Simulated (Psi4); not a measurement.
A dimer, CH2O ··· O2S (SMILES C=O and O=S=O); the first 4 atoms form monomer A.

```
7

C     -0.0058     0.0010     0.0002
O      1.1747    -0.2022    -0.0499
H     -0.7432    -0.8245     0.0373
H     -0.4257     1.0257     0.0124
O      4.1958     4.0842    -2.7977
S      4.0764     4.3128    -1.3824
O      2.9583     5.0749    -0.8938
```

What interaction energy does Psi4 with SAPT0/jun-cc-pVDZ, frozen core give, and which attractive term is the largest?

Total -3.18 kJ/mol: electrostatics -2.91, exchange 0.00, induction -0.06, dispersion -0.21. The most attractive term is electrostatics.
